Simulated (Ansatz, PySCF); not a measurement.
Ligands exchanged one at a time, Ga Br-NH2. All species are isolated molecules in the gas phase. One relaxed conformer stands for each flexible species; it need not be the lowest. Strings in code marks are SMILES.

Quantity: redistribution energy (mixed species minus the weighted end members), in kJ/mol.

Level 1: frozen-core CCSD(T)/cc-pVTZ // CAM-B3LYP-D3(BJ)/def2-TZVP (Ansatz, an electronic-structure program)
Level 2: PBE-D3(BJ)/def2-TZVP // CAM-B3LYP-D3(BJ)/def2-TZVP (PySCF)
Level 3: SVWN5/6-31G* // CAM-B3LYP-D3(BJ)/def2-TZVP (PySCF)
Level 4: HF/3-21G // CAM-B3LYP-D3(BJ)/def2-TZVP (PySCF)

| species | level 1 | level 2 | level 3 | level 4 |
|---|---|---|---|---|
| 1 of 3 Br replaced by NH2: `[NH2][Ga]([Br])[Br]` | -16.77 | -14.31 | -20.09 | -33.01 |
| 2 of 3 Br replaced by NH2: `[NH2][Ga]([NH2])[Br]` | -16.41 | -14.21 | -19.91 | -36.28 |
